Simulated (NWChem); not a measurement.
System: K, doublet

Results from NWChem. Pople sets run with spherical d functions. Spin-unrestricted. No stability test was run on the SCF state. Total energies compare along this basis series because the functional is fixed.

```csv
level,basis functions,energy (Ha),highest occupied level (eV),"lowest empty minus highest occupied level, either spin (eV)",<S²>
B3LYP/STO-3G,13,-593.7657,-0.48,1.88,0.750
B3LYP/3-21G,17,-596.9056,-2.91,1.28,0.750
B3LYP/6-31G*,22,-599.8886,-2.93,1.31,0.750
B3LYP/6-31+G*,26,-599.8886,-2.93,1.31,0.750
B3LYP/6-311G**,39,-599.9261,-2.90,1.31,0.750
B3LYP/6-311++G**,43,-599.9262,-2.90,1.32,0.750
```
